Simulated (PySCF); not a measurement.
Calculation: PBE-D3(BJ)/def2-TZVP // r2SCAN-D4/def2-SVP (PySCF). Gas-phase values, no solvent. One relaxed conformer stands for a flexible species; it need not be the lowest. 

Reference species: [Hf(F)3(NH2)] (neutral, multiplicity 1).

| Property | Result |
|---|---|
| HOMO–LUMO gap | 5.17 eV |
| coordination number | 4 |
| charge on the central atom (Mulliken) | 1.44 e |

Changed species: [Hf(F)4] (0 of 4 F replaced by NH2; the reference has 1 of 4 F replaced by NH2).

Give the shifts of the HOMO–LUMO gap, coordination number and charge on the central atom (Mulliken).

the HOMO–LUMO gap goes up by 3.28 eV, to 8.45 eV; the coordination number is nearly the same; the charge on the central atom (Mulliken) goes up by 0.09 e, to 1.53 e.
